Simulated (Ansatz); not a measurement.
Cartesian coordinates in Å:
```
N -0.995 1.481 0.693
B -0.330 0.375 0.217
C 1.018 0.021 -0.485
Si -0.075 -1.510 -0.185
H -1.903 1.430 1.123
H -0.616 2.413 0.643
H 1.172 0.347 -1.514
H 1.938 0.100 0.095
H -0.639 -2.164 -1.392
H 0.429 -2.493 0.805
```

The species carries charge 0 and has multiplicity 1.

**Question.** List the B3LYP/def2-TZVPP orbital energies in eV (Ansatz). (Estimate.)

**Answer.** Ansatz gave: Occupied: -1798.21, -389.88, -275.87, -183.54, -142.80, -98.13, -98.10, -98.08, -23.98, -19.01, -14.30, -14.05, -13.60, -11.36, -11.30, -9.12, -8.51, -7.25, -6.03. Lowest empty: -0.66, 0.13, 0.78, 1.39, 1.63, 2.09, 2.29, 2.46.

B3LYP here is the variant with VWN-RPA as its local correlation; programs differ in this.
